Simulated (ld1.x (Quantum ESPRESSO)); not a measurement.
**Reading a pseudo-wave (rhodium (Rh))**

Columns: radius, all-electron u(r) and pseudo u(r) of the 4p shell (level -50.38 eV) of rhodium in the configuration [Ar] 3d10 4s2 4p6 4d8 5s1 5p0; PBEsol, scalar-relativistic, RRKJ scheme, ld1.x (Quantum ESPRESSO) 7.5.

| r (bohr) | all-electron | pseudo |
| --- | --- | --- |
| 0.070 | 0.3821 | 0.0050 |
| 0.140 | 0.0516 | 0.0220 |
| 0.210 | -0.4066 | 0.0561 |
| 0.280 | -0.5874 | 0.1134 |
| 0.350 | -0.4919 | 0.1987 |
| 0.420 | -0.2345 | 0.3127 |
| 0.490 | 0.0804 | 0.4507 |
| 0.560 | 0.3844 | 0.6027 |
| 0.630 | 0.6417 | 0.7546 |
| 0.700 | 0.8391 | 0.8914 |
| 0.770 | 0.9754 | 0.9998 |
| 0.840 | 1.0569 | 1.0713 |
| 0.910 | 1.0927 | 1.1039 |
| 0.980 | 1.0925 | 1.1007 |
| 1.050 | 1.0656 | 1.0700 |
| 1.120 | 1.0200 | 1.0212 |
| 1.190 | 0.9621 | 0.9622 |
| 1.260 | 0.8970 | 0.8970 |
| 1.330 | 0.8285 | 0.8285 |
| 1.400 | 0.7595 | 0.7595 |
| 1.470 | 0.6919 | 0.6919 |
| 1.540 | 0.6270 | 0.6270 |
| 1.610 | 0.5658 | 0.5658 |
| 1.680 | 0.5087 | 0.5087 |
| 1.750 | 0.4560 | 0.4560 |
| 1.820 | 0.4076 | 0.4076 |

Q: How many radial nodes do the two functions have?

A: The all-electron 4p function has n − l − 1 = 2; the pseudo-wave has 0, since the states of the same l below it are removed with the core.

Q: At about which radius was the pseudo-wave matched?

A: 1.20 bohr, where the columns begin to agree (steps of 0.07 bohr).

Q: Is the pseudo-wave norm-conserving?

A: Yes: the RRKJ scheme keeps the norm inside the radius equal to the all-electron one, which fixes the energy derivative of the logarithmic derivative at the level.
